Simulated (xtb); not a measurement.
Si(OH)2(SH)2 (H4O2S2Si), SMILES O[Si](O)(S)S. All values are semi-empirical tight-binding results from xtb (GFN2-xTB unless named), good for trends rather than for accurate numbers. Geometry: GFN2-xTB. The values are those of a single conformer.

```json
{
 "orbital_gap": "5.08 eV",
 "zero_point_energy": "28.5 kcal/mol",
 "G − E(el) at 298.15 K (modified RRHO)": "7.3 kcal/mol",
 "static polarisability (D4 model)": "82.8 bohr³",
 "solvation energy, GFN2-xTB/ALPB(water)": "-9.2 kcal/mol",
 "solvation energy, GFN2-xTB/ALPB(hexane)": "-5.1 kcal/mol"
}
```
